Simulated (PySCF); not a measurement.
Species: C2H14OSi4.
SMILES: `C(OC)[Si@@H]([SiH3])[SiH2][SiH3]`

Torsions of this conformer, `[CH3:1][O:2][CH2:3][Si@@H:4]([SiH3:5])[SiH2:6][SiH3:7]`: C1–O2–C3–Si4 -178°, O2–C3–Si4–Si5 -52°, C3–Si4–Si6–Si7 -37°.

The closed-shell ground state was solved at several levels (PySCF, density fitting, gas phase, non-relativistic). One conformer (not necessarily the lowest) at the PBE0-D3(BJ)/def2-SVP geometry, without solvent, vibrations or thermal averaging.

```json
{"level": "wB97X-D/def2-SVPD", "basis functions": "271", "HOMO (eV)": "-9.27", "LUMO (eV)": "1.37", "gap (eV)": "10.64", "dipole (D)": "2.02"}
{"level": "PBE0/pcSseg-1", "basis functions": "217", "HOMO (eV)": "-7.58", "LUMO (eV)": "-0.27", "gap (eV)": "7.31", "dipole (D)": "2.12"}
```

Question: What might HF/pcSseg-1 (217 basis functions) give for the same quantities?

Answer: HOMO -9.98 eV, LUMO 2.91 eV, gap 12.89 eV, dipole 2.29 D.

Question: Over all these levels, which gives the widest orbital gap and which the narrowest?

Answer: HF/pcSseg-1 (Hartree–Fock, all exact exchange) has the widest, 12.89 eV, and PBE0/pcSseg-1 (global hybrid, 25 % exact exchange) the narrowest, 7.31 eV. The two share the basis. From the narrowest to the widest the HOMO moves by -2.40 eV and the LUMO by +3.18 eV. The HOMO need not be the same orbital at Hartree–Fock and at DFT levels.

Question: How far do the dipole and the HOMO energy spread over the levels?

Answer: The dipole runs from 2.02 to 2.29 D (mean 2.14 D) and the HOMO from -9.98 to -7.58 eV.
